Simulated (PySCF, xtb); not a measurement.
GeH₇NOSi, SMILES [GeH3][O][SiH2]N.

GFN2-xTB (xtb 6.7.1) at its own geometry gives an orbital gap of 5.95 eV and a dipole moment of 0.82 D.

Geometry: PBE0-D3(BJ)/def2-SVP. The structure was generated by enumeration, and PubChem lists no compound with its InChIKey, so it may never have been made. The values are those of a single conformer.

### Question
What does PySCF with PBE0/def2-TZVP give? (The exact figures need the calculation; the answer reports its results.)

### Answer
gap 7.98 eV (levels -7.73 and 0.26 eV), dipole 0.94 D.
